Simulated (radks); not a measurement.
The numbers below are computed, except where a source is named.
Effect of the nuclear size on the niobium ion Nb+, [Kr] 4d4. Level of theory: Dirac Kohn-Sham, LDA (Slater exchange, Perdew-Wang correlation), spin-unpolarised, spherical densities, finite nucleus; open shells are shared between the two j in proportion to 2j + 1; Fermi nuclear charge, rms radius 4.324 fm (a radial shooting solver on a logarithmic mesh with Libxc functionals). The rms radius is varied about that value; shifts are against it.

| rms radius (fm) | total energy shift (eV) | density at nucleus (e/bohr^3) | 1s1/2 shift (meV) | 2s1/2 shift (meV) | 4s1/2 shift (meV) | 5s1/2 (empty) shift (meV) |
|---|---|---|---|---|---|---|
| 3.5673 | -0.404 | 8.377e+04 | -171 | -18.2 | -0.518 | -0.061 |
| 3.9565 | -0.205 | 8.287e+04 | -86.8 | -9.21 | -0.263 | -0.031 |
| 4.324 | 0 | 8.212e+04 | 0.000 | 0.000 | 0.000 | 0.000 |
| 4.7045 | 0.230 | 8.141e+04 | 97.2 | 10.3 | 0.294 | 0.035 |
| 5.0548 | 0.456 | 8.081e+04 | 193 | 20.5 | 0.584 | 0.069 |

Slopes of the eigenvalues against <r^2> in GHz/fm^2, as finite differences over the two radii next to the reference (eigenvalue slopes, not the field-shift constants of lines): 1s1/2 6870, 2s1/2 729, 4s1/2 20.8, 5s1/2 (empty) 2.44.
